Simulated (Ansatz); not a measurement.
Relaxation of C3H6ClISi (12 atoms, charge 0, multiplicity 1), to a largest force component of 0.015 eV/Å in at most 40 steps.

These are results of RKS BLYP-D4/def2-SVP in Ansatz 0.2.0, not measurements.

```xyz
12
Properties=species:S:1:pos:R:3
Cl -0.660 -1.915 1.716
C -0.197 -1.511 0.055
C 1.185 -1.125 -0.130
Si -0.582 0.082 -0.607
C -0.389 1.595 0.412
I -0.598 1.080 2.479
H -0.487 -2.358 -0.531
H 1.715 -0.414 0.570
H 1.654 -1.115 -1.069
H -0.404 0.294 -2.028
H -1.125 2.335 0.132
H 0.600 2.102 0.243
```

Problem. Where does it end, and by what steps?

Solution. The forces met the threshold. After 33 steps the energy has fallen by 1.905 eV; I6 moved furthest, 2.69 Å.

```csv
step,energy less start (eV),largest force component (eV/Å),accepted
0,0.0000,2.654,yes
2,-1.4698,1.228,yes
4,-1.7216,0.782,yes
6,-1.7744,0.254,yes
8,-1.8007,0.044,yes
10,-1.8110,0.136,yes
12,-1.8207,0.078,yes
14,-1.8252,0.221,yes
16,-1.8223,0.553,no
18,-1.8377,0.130,yes
20,-1.8476,0.307,yes
22,-1.8587,0.322,yes
24,-1.8713,0.338,yes
26,-1.8961,0.105,yes
28,-1.9024,0.077,yes
30,-1.9043,0.046,yes
32,-1.9050,0.020,yes
33,-1.9051,0.010,yes
```

```xyz
12
Properties=species:S:1:pos:R:3
Cl -1.567 -1.919 0.953
C -0.386 -1.497 -0.353
C 1.071 -1.196 0.080
Si 0.167 0.295 -0.620
C -0.509 1.540 0.614
I 1.073 2.893 1.394
H -0.510 -2.186 -1.205
H 1.252 -1.190 1.168
H 1.864 -1.724 -0.478
H 0.458 0.805 -1.988
H -0.930 1.021 1.493
H -1.273 2.212 0.184
```

Whether the end is a true minimum wasn't checked by a vibrational analysis.

Time of the run: 110 s on 2 threads of Arm Neoverse V2, on a shared host, peak memory 0.2 GiB.
